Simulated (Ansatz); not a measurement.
**Nudged elastic band run: ClH5O3Sn**

Input:

```yaml
crystal:
  periodic: [false, false, false]
  atoms:
    - { symbol: Sn, position_ang: [0.128441, -0.421264, 0.391901] }
    - { symbol: H, position_ang: [0.224921, -0.768329, 2.046824] }
    - { symbol: O, position_ang: [1.774023, -0.388967, -0.6873] }
    - { symbol: H, position_ang: [1.654536, -0.992641, -1.4374] }
    - { symbol: O, position_ang: [-0.824291, 1.356139, 0.195059] }
    - { symbol: H, position_ang: [-0.954087, 1.600134, -0.734718] }
    - { symbol: O, position_ang: [-0.940998, -1.686385, -0.700207] }
    - { symbol: H, position_ang: [-1.80738, -1.885508, -0.318338] }
    - { symbol: Cl, position_ang: [1.37094, 2.346678, 1.784211] }
    - { symbol: H, position_ang: [0.275394, 2.198243, 1.013267] }
basis:
  gaussian: { orbitals: def2-SVP }
hamiltonian:
  xc: r2scan
neb:
  order_check: false
  images: 5
  f_tol: 0.05
  max_iterations: 60
  final_atoms:
    - { symbol: Sn, position_ang: [-0.2948828, 0.9000097, 0.00189616] }
    - { symbol: H, position_ang: [1.0365359, -2.03915458, 1.0831261] }
    - { symbol: O, position_ang: [1.47096974, 0.5461651, -0.79335444] }
    - { symbol: H, position_ang: [1.90869918, -0.18852134, -0.33630334] }
    - { symbol: O, position_ang: [-1.36041318, 1.75030247, -1.41280846] }
    - { symbol: H, position_ang: [-0.81302836, 1.86681842, -2.20513036] }
    - { symbol: O, position_ang: [-1.08263856, -0.80595454, 0.61306779] }
    - { symbol: H, position_ang: [-1.487747, -0.70568294, 1.48848303] }
    - { symbol: Cl, position_ang: [-0.21847696, 2.3097533, 1.87300141] }
    - { symbol: H, position_ang: [1.74248104, -2.27563558, 1.24132111] }
  initial_path:
    images:
      - { positions_ang: [[0.128441, -0.421264, 0.391901], [0.224921, -0.768329, 2.046824], [1.774023, -0.388967, -0.6873], [1.654536, -0.992641, -1.4374], [-0.824291, 1.356139, 0.195059], [-0.954087, 1.600134, -0.734718], [-0.940998, -1.686385, -0.700207], [-1.80738, -1.885508, -0.318338], [1.37094, 2.346678, 1.784211], [0.275394, 2.198243, 1.013267]] }
      - { positions_ang: [[0.08183182, -0.27392234, 0.25811688], [0.15426751, -0.56584873, 2.05538181], [1.7907977, -0.27723759, -0.68908225], [1.79289166, -0.99915812, -1.25699566], [-0.82421903, 1.48154251, -0.03857272], [-1.23558496, 1.59687649, -0.7331748], [-0.97911444, -1.60633582, -0.72695866], [-1.71605049, -1.90491905, -0.22652252], [1.43763047, 2.22288795, 1.52293446], [0.39904876, 1.68421469, 1.38817246]] }
      - { positions_ang: [[0.03522263, -0.12658067, 0.12433276], [0.08361402, -0.36336845, 2.06393963], [1.8075724, -0.16550818, -0.6908645], [1.93124732, -1.00567524, -1.07659131], [-0.82414705, 1.60694603, -0.27220445], [-1.51708292, 1.59361897, -0.7316316], [-1.01723087, -1.52628663, -0.75371033], [-1.62472098, -1.92433011, -0.13470705], [1.50432093, 2.0990979, 1.26165792], [0.52270352, 1.17018638, 1.76307793]] }
      - { positions_ang: [[-0.01138655, 0.02076099, -0.00945136], [0.01296053, -0.16088818, 2.07249744], [1.82434711, -0.05377877, -0.69264676], [2.06960298, -1.01219235, -0.89618697], [-0.82407508, 1.73234954, -0.50583617], [-1.79858089, 1.59036146, -0.73008839], [-1.05534731, -1.44623745, -0.78046199], [-1.53339147, -1.94374116, -0.04289157], [1.5710114, 1.97530785, 1.00038138], [0.64635828, 0.65615808, 2.13798339]] }
      - { positions_ang: [[-0.1058853, 0.31384389, -0.00566885], [0.35415232, -0.78697698, 1.74270699], [1.70655465, 0.14620252, -0.72621598], [2.01596838, -0.73763535, -0.70955909], [-1.00285445, 1.73833385, -0.80816027], [-1.47006338, 1.68251378, -1.22176905], [-1.06444439, -1.23280981, -0.31595206], [-1.51817664, -1.53105509, 0.46756663], [0.97451528, 2.08678966, 1.29125472], [1.01173253, -0.32110648, 1.83909596]] }
      - { positions_ang: [[-0.20038405, 0.6069268, -0.00188635], [0.69534411, -1.41306578, 1.41291655], [1.58876219, 0.34618381, -0.75978521], [1.96233378, -0.46307835, -0.52293122], [-1.18163381, 1.74431816, -1.11048437], [-1.14154587, 1.7746661, -1.71344971], [-1.07354148, -1.01938218, 0.14855787], [-1.50296182, -1.11836902, 0.97802483], [0.37801916, 2.19827148, 1.58212807], [1.37710679, -1.29837103, 1.54020854]] }
      - { positions_ang: [[-0.2948828, 0.9000097, 0.00189616], [1.0365359, -2.03915458, 1.0831261], [1.47096974, 0.5461651, -0.79335444], [1.90869918, -0.18852134, -0.33630334], [-1.36041318, 1.75030247, -1.41280846], [-0.81302836, 1.86681842, -2.20513036], [-1.08263856, -0.80595454, 0.61306779], [-1.487747, -0.70568294, 1.48848303], [-0.21847696, 2.3097533, 1.87300141], [1.74248104, -2.27563558, 1.24132111]] }
```

Command:

```bash
$ ansatz run input.yaml --threads 4 --pin off --max-ram 5120MiB --backend cpu --events-out ev --progress --plain --runs-dir out
```

Output, in part (warnings, iteration lines, the closing report on the highest movable image, with atoms numbered from 0):

```
NEB end point (image 0): max|allowed force component| = 5.192e-3 eV/Å (the criterion of neb.relax_end_points is 1.000e-2)
NEB end point (image 6): max|allowed force component| = 6.575e-3 eV/Å (the criterion of neb.relax_end_points is 1.000e-2)
NEB iter   1: max|band force component| = 8.024e1 eV/Å  barrier→ = 9.7158 eV  barrier← = 10.0446 eV  Δτ_max = 0.2000 Å  (209 SCF iters)
NEB iter   2: max|band force component| = 9.456e0 eV/Å  barrier→ = 1.6904 eV  barrier← = 2.0191 eV  Δτ_max = 0.2000 Å  (182 SCF iters)
NEB iter   3: max|band force component| = 5.833e0 eV/Å  barrier→ = 1.1818 eV  barrier← = 1.5105 eV  Δτ_max = 0.2000 Å  (176 SCF iters)
NEB iter   4: max|band force component| = 2.840e0 eV/Å  barrier→ = 1.0625 eV  barrier← = 1.3913 eV  Δτ_max = 0.1998 Å  (168 SCF iters)
NEB iter   5: max|band force component| = 1.677e0 eV/Å  barrier→ = 0.8957 eV  barrier← = 1.2245 eV  Δτ_max = 0.2000 Å  (154 SCF iters)
NEB iter   6: max|band force component| = 1.017e0 eV/Å  barrier→ = 0.8166 eV  barrier← = 1.1454 eV  Δτ_max = 0.1961 Å  (160 SCF iters)
NEB iter   7: max|band force component| = 5.902e-1 eV/Å  barrier→ = 0.7157 eV  barrier← = 1.0445 eV  Δτ_max = 0.1993 Å  (163 SCF iters)
NEB iter   8: max|band force component| = 7.681e-1 eV/Å  barrier→ = 0.6397 eV  barrier← = 0.9685 eV  Δτ_max = 0.1013 Å  (157 SCF iters)
NEB iter   9: max|band force component| = 7.044e-1 eV/Å  barrier→ = 0.5973 eV  barrier← = 0.9261 eV  Δτ_max = 0.1007 Å  (152 SCF iters)
NEB iter  10: max|band force component| = 5.879e-1 eV/Å  barrier→ = 0.5461 eV  barrier← = 0.8749 eV  Δτ_max = 0.1007 Å  (156 SCF iters)
NEB iter  11: max|band force component| = 3.673e-1 eV/Å  barrier→ = 0.5049 eV  barrier← = 0.8336 eV  CI = image 2  Δτ_max = 0.1011 Å  (149 SCF iters)
NEB iter  12: max|band force component| = 3.207e-1 eV/Å  barrier→ = 0.5109 eV  barrier← = 0.8397 eV  CI = image 2  Δτ_max = 0.1014 Å  (153 SCF iters)
NEB iter  13: max|band force component| = 4.818e-1 eV/Å  barrier→ = 0.5160 eV  barrier← = 0.8447 eV  CI = image 2  Δτ_max = 0.0503 Å  (154 SCF iters)
NEB iter  14: max|band force component| = 2.663e-1 eV/Å  barrier→ = 0.5175 eV  barrier← = 0.8463 eV  CI = image 2  Δτ_max = 0.1002 Å  (151 SCF iters)
NEB iter  15: max|band force component| = 2.753e-1 eV/Å  barrier→ = 0.5227 eV  barrier← = 0.8515 eV  CI = image 2  Δτ_max = 0.1011 Å  (154 SCF iters)
NEB iter  16: max|band force component| = 3.051e-1 eV/Å  barrier→ = 0.5314 eV  barrier← = 0.8601 eV  CI = image 2  Δτ_max = 0.1994 Å  (152 SCF iters)
NEB iter  17: max|band force component| = 3.420e-1 eV/Å  barrier→ = 0.5578 eV  barrier← = 0.8866 eV  CI = image 2  Δτ_max = 0.2000 Å  (151 SCF iters)
NEB iter  18: max|band force component| = 6.465e-1 eV/Å  barrier→ = 0.6558 eV  barrier← = 0.9846 eV  CI = image 2  Δτ_max = 0.2000 Å  (153 SCF iters)
NEB iter  19: max|band force component| = 6.900e-1 eV/Å  barrier→ = 0.8523 eV  barrier← = 1.1810 eV  CI = image 2  Δτ_max = 0.1009 Å  (152 SCF iters)
NEB iter  20: max|band force component| = 7.647e-1 eV/Å  barrier→ = 0.8976 eV  barrier← = 1.2264 eV  CI = image 2  Δτ_max = 0.2000 Å  (153 SCF iters)
NEB iter  21: max|band force component| = 6.457e-1 eV/Å  barrier→ = 1.2704 eV  barrier← = 1.5992 eV  CI = image 2  Δτ_max = 0.2000 Å  (161 SCF iters)
NEB iter  22: max|band force component| = 7.825e-1 eV/Å  barrier→ = 1.3519 eV  barrier← = 1.6807 eV  CI = image 2  Δτ_max = 0.1534 Å  (157 SCF iters)
NEB iter  23: max|band force component| = 6.390e-1 eV/Å  barrier→ = 1.3654 eV  barrier← = 1.6942 eV  CI = image 2  Δτ_max = 0.1733 Å  (151 SCF iters)
NEB iter  24: max|band force component| = 2.148e-1 eV/Å  barrier→ = 1.3317 eV  barrier← = 1.6605 eV  CI = image 2  Δτ_max = 0.0912 Å  (153 SCF iters)
NEB iter  25: max|band force component| = 1.408e-1 eV/Å  barrier→ = 1.3221 eV  barrier← = 1.6508 eV  CI = image 2  Δτ_max = 0.2000 Å  (153 SCF iters)
NEB iter  26: max|band force component| = 5.595e-1 eV/Å  barrier→ = 1.3168 eV  barrier← = 1.6455 eV  CI = image 2  Δτ_max = 0.1022 Å  (159 SCF iters)
NEB iter  27: max|band force component| = 1.452e-1 eV/Å  barrier→ = 1.3149 eV  barrier← = 1.6437 eV  CI = image 2  Δτ_max = 0.1781 Å  (152 SCF iters)
NEB iter  28: max|band force component| = 1.282e-1 eV/Å  barrier→ = 1.3135 eV  barrier← = 1.6423 eV  CI = image 2  Δτ_max = 0.1068 Å  (147 SCF iters)
NEB iter  29: max|band force component| = 4.314e-2 eV/Å  barrier→ = 1.3132 eV  barrier← = 1.6420 eV  CI = image 2  Δτ_max = 0.0000 Å  (304 SCF iters)
Total energy: -24565.90747287 eV, -902.7804482579 hartree
Atom 0 at     0.186647     0.226059     0.034560 Å, force    -0.002437     0.001436     0.003654 eV/Å
Atom 1 at     0.004854    -0.132755     1.937855 Å, force     0.005955     0.003090    -0.003289 eV/Å
Atom 2 at     1.871043    -0.210987    -0.888402 Å, force    -0.002342    -0.002603     0.002955 eV/Å
Atom 3 at     1.735061    -1.076993    -1.309015 Å, force     0.001047     0.002546     0.001348 eV/Å
Atom 4 at    -0.981805     1.718628    -0.517636 Å, force     0.001415     0.005806    -0.000948 eV/Å
Atom 5 at    -1.691105     1.340795    -1.063633 Å, force     0.001002    -0.005466     0.000166 eV/Å
Atom 6 at    -0.829282    -1.412124    -0.490709 Å, force    -0.003480    -0.005458    -0.012545 eV/Å
Atom 7 at    -1.491847    -1.672501     0.165103 Å, force    -0.001631     0.000787     0.007003 eV/Å
Atom 8 at     1.495798     1.906162     1.587912 Å, force    -0.001973     0.000763     0.004098 eV/Å
Atom 9 at     0.602135     0.671816     2.097264 Å, force     0.002445    -0.000902    -0.002441 eV/Å
Dipole moment:    -0.537282    -0.565789     0.095342 e Å
```

It converged. Neighbouring images differ by up to 1.5 eV, so the band resolves the path poorly. A vibrational analysis at the climbing image gives one clearly imaginary mode, 935i cm⁻¹: a first-order saddle point. The orbitals stay closed-shell, which can raise the energy where a bond breaks towards radicals; this wasn't checked here.

Final band (atoms are numbered from 1 in the order of the input):

```tsv
image	path coordinate (Å)	energy (eV)	Sn1–H2 (Å)	Cl9–H10 (Å)	Sn1–Cl9 (Å)
0	0.00	0.00	1.69	1.35	3.34
1	1.67	0.39	1.71	1.29	3.19
2	3.34	1.31	1.95	1.61	2.64
3	5.31	-0.14	3.15	2.72	2.34
4	7.29	-0.29	3.69	3.90	2.33
5	9.27	-0.31	3.67	4.39	2.34
6	11.24	-0.33	3.40	5.03	2.34
```

Time of the run: 5.3 min on 4 threads of Arm Neoverse V2, on a shared host, peak memory 0.19 GiB.
